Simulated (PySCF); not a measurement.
**Unknown compound**

The spectra below were simulated for a compound C6H10F3P.

¹H NMR (500 MHz, computed): δ 3.45 (m, 1H), 2.19 (m, 2H), 1.98 (m, 2H), 1.76 (m, 2H), 1.16 (m, 3H).

¹³C{¹H} NMR (computed): δ 136.5 (C), 39.9 (CH), 32.1 (CH2), 20.7 (CH2, 2C), 11.3 (CH3).

Theoretical values (PySCF): coordinates at the GFN2-xTB level, NMR shieldings at PBE0/pcSseg-1/GIAO. Rapidly exchanging positions averaged, non-relativistic Hamiltonian, no solvent, a single conformation.

Scale: ¹H and ¹³C against TMS (reference shieldings calculated alike).

Deduce the structure.

Results:


5 carbon signals for 6 carbons: some carbons are equivalent by symmetry or fast rotation. Carbon types of the structure: 1 × C, 1 × CH, 3 × CH2, 1 × CH3, which accounts for all hydrogens. δC 136.5: CF3 carbon; 3 electronegative neighbours deshield it. δC 39.9: sp3 CH in a ring; saturated and bonded to C and H only. δC 32.1, 20.7: sp3 CH2 bonded to P. δC 11.3: methyl carbon; aliphatic region, no heteroatom directly attached. δH 3.45: hydrogen on an sp3 CH in a ring. δH 2.19, 1.98, 1.76: hydrogen on an sp3 CH2 bonded to P. δH 1.16: hydrogen on a methyl carbon.

These data were computed for `CCP1CC(C(F)(F)F)C1`.

This is the structure that produced the data.

Splittings by ¹⁹F and ³¹P in the carbon and heteronuclear signals aren't shown, as no couplings were computed. Shifts are as computed. Against solution values, carbons near 30 ppm lie about +3 ppm off and those near 130 ppm about +5 ppm. Of 1211 compounds with measured shifts, 218 miss one by over three times the rms of a fit or turn the order of signals round; such compounds aren't used in these exercises. Multiplicities follow the n + 1 count of equivalent neighbours, as no J values were calculated; m marks all less simple cases, F and P coupling included.
